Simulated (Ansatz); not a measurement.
Harmonic frequencies (cm⁻¹) at PBE0-D4/def2-TZVP from Ansatz: 169, 343, 404, 423, 533, 655, 708, 752, 840, 1931, 1936, 2719.

Question: Which molecule is it?
A. `O=CC(F)S`
B. `N/C(Cl)=C\O`
C. `C#CN[SiH3]`
D. `[BH]1[Se][SnH2]1`

Answer: D.
